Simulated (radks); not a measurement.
Results of a calculation; reference values are marked as such.
Task: All-electron atom: the europium ion Eu8+ in [Kr] 4d10 4f5 5s2 5p2. Level of theory: Dirac Kohn-Sham, PBEsol, spin-unpolarised, spherical densities, point nucleus; open shells fill j = l - 1/2 first (a radial shooting solver on a logarithmic mesh with Libxc functionals). Some entries of the table are withheld. Estimate them.

| orbital | occ. | eigenvalue (Ry) | <r^2> (bohr^2) |
|---|---|---|---|
| 1s1/2 | 2 | -3559.304 | 0.0006795 |
| 2s1/2 | 2 | -591.8845 | 0.01063 |
| 2p1/2 | 2 | (1) | 0.007727 |
| 2p3/2 | 4 | (2) | 0.008966 |
| 3s1/2 | 2 | (3) | 0.07111 |
| 3p1/2 | 2 | -124.5045 | 0.06635 |
| 3p3/2 | 4 | -114.8017 | 0.07349 |
| 3d3/2 | 4 | -92.47642 | 0.05887 |
| 3d5/2 | 6 | -90.36471 | 0.06087 |
| 4s1/2 | 2 | -34.47373 | 0.3590 |
| 4p1/2 | 2 | -29.48097 | 0.3776 |
| 4p3/2 | 4 | -27.30939 | 0.4156 |
| 4d3/2 | 4 | -19.06747 | 0.4725 |
| 4d5/2 | 6 | -18.67194 | 0.4867 |
| 5s1/2 | 2 | -11.14363 | 1.738 |
| 5p1/2 | 2 | -9.55603 | (4) |
| 5p3/2 | 0 | -9.12767 | (5) |
| 4f5/2 | 5 | (6) | 0.7223 |
| 4f7/2 | 0 | (7) | 0.7329 |

Result: 
(1) 2p1/2 eigenvalue (Ry): -562.0237
(2) 2p3/2 eigenvalue (Ry): -514.4218
(3) 3s1/2 eigenvalue (Ry): -137.4000
(4) 5p1/2 <r^2> (bohr^2): 1.997
(5) 5p3/2 <r^2> (bohr^2): 2.164
(6) 4f5/2 eigenvalue (Ry): -8.89569
(7) 4f7/2 eigenvalue (Ry): -8.83725
